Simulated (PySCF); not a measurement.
## From computed data to an observable: refractive index and permittivity of the vapour

Al(H)(SH)2 (AlH3S2), SMILES [SH][AlH][SH].

Geometry: B3LYP-D3(BJ)/def2-TZVP. Other conformers were not sampled.

PySCF with CAM-B3LYP/def2-TZVPD gives a mean static polarisability of 71.4 bohr³ and a dipole moment of 1.85 D. Take an ideal gas at 298.15 K and 0.01 bar, whether or not the substance is that volatile.

### Question
Work out n − 1 in the optical limit and the static ε − 1.

### Answer

Polarisability volume α' = 71.4 × 0.148185 = 10.58 Å³. Number density N = p/kT = 2.43e-7 Å⁻³.
Dilute limit of Lorentz–Lorenz: n − 1 = 2π N α' = 1.6e-5.
Orientation term of Debye: μ²/(3kT) = 8.098 Å³ × μ²(D²) = 27.71 Å³.
ε − 1 = 4π N (α' + μ²/3kT) = 0.00012. Orientation of the dipole supplies 72 % of the static response; it can't follow optical fields. Vibrational polarisation and dispersion are left out.
